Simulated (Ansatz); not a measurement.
C₂H₅BOSi, SMILES `BC1=C[SiH2]O1`, relaxed with RKS PBE-D4/def2-SVP in Ansatz from a rough embedded geometry. The force threshold is 0.03 eV/Å; the program also tests the step.

Charge 0, multiplicity 1.

Start:

```xyz
10

B    -1.656   -1.011   -0.679
C    -0.353   -0.305   -0.292
C    -0.111    0.578    0.722
Si    1.652    0.624    0.332
O     0.986   -0.406   -0.828
H    -1.676   -1.717   -1.680
H    -2.655   -0.785   -0.140
H    -0.643    1.012    1.510
H     2.483    0.028    1.300
H     1.973    1.982   -0.245
```

```json
{"step": "1", "energy (eV)": "-12737.9422", "largest force (eV/Å)": "2.899", "largest move (Å)": "0.000"}
{"step": "2", "energy (eV)": "-12738.5554", "largest force (eV/Å)": "1.062", "largest move (Å)": "0.193"}
{"step": "3", "energy (eV)": "-12738.6809", "largest force (eV/Å)": "0.542", "largest move (Å)": "0.123"}
{"step": "4", "energy (eV)": "-12738.7158", "largest force (eV/Å)": "0.334", "largest move (Å)": "0.076"}
{"step": "5", "energy (eV)": "-12738.7245", "largest force (eV/Å)": "0.115", "largest move (Å)": "0.024"}
{"step": "6", "energy (eV)": "-12738.7255", "largest force (eV/Å)": "0.046", "largest move (Å)": "0.019"}
{"step": "7", "energy (eV)": "-12738.7257", "largest force (eV/Å)": "0.022", "largest move (Å)": "0.005"}
```

End:

```xyz
10

B    -1.616   -0.980   -0.718
C    -0.336   -0.259   -0.219
C    -0.181    0.612    0.841
Si    1.606    0.666    0.321
O     0.914   -0.431   -0.850
H    -1.588   -1.724   -1.677
H    -2.652   -0.776   -0.116
H    -0.948    0.963    1.540
H     2.646    0.015    1.184
H     2.155    1.914   -0.306
```

Run time 6 s (2 threads of an AMD EPYC 9R45 on a shared host); peak host memory 0.16 GiB.
